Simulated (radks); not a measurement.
The numbers below are computed, except where a source is named.
Ionisation of neutral manganese, [Ar] 3d5 4s2, to Mn+, [Ar] 3d5 4s1, under several functionals. Scalar-relativistic Kohn-Sham, spin-polarised, spherical densities, finite nucleus; open shells are filled with parallel spins first; a radial shooting solver on a logarithmic mesh with Libxc functionals.

| functional | E(Mn) (hartree) | Exc (hartree) | IE (eV) | -e(HOMO) (eV) | <r> HOMO (bohr) | IE error (eV) |
|---|---|---|---|---|---|---|
| PW91 | -1158.81446 | -52.50291 | 7.284 | 4.496 | 3.284 | -0.150 |
| HCTH/407 | -1159.19981 | -52.97913 | 8.165 | 4.455 | 3.361 | +0.731 |
| LDA (Slater exchange, VWN5 correlation) | -1156.34108 | -49.97591 | 7.570 | 4.642 | 3.248 | +0.136 |
| Wu-Cohen GGA | -1158.09629 | -51.76927 | 7.066 | 4.418 | 3.285 | -0.368 |
| revPBE | -1158.63582 | -52.31998 | 7.154 | 4.411 | 3.308 | -0.280 |
| XLYP | -1159.02189 | -52.71056 | 7.627 | 4.516 | 3.251 | +0.193 |
| PBEsol | -1157.36508 | -51.01996 | 7.186 | 4.466 | 3.284 | -0.249 |

NIST Atomic Spectra Database: 7.434 eV (measured). Closest: LDA (Slater exchange, VWN5 correlation). The Delta-SCF values span 1.10 eV, the total energies 2.86 hartree. The highest occupied level is 4s. Open shells are spherical and high-spin; term and fine-structure splittings are not resolved.
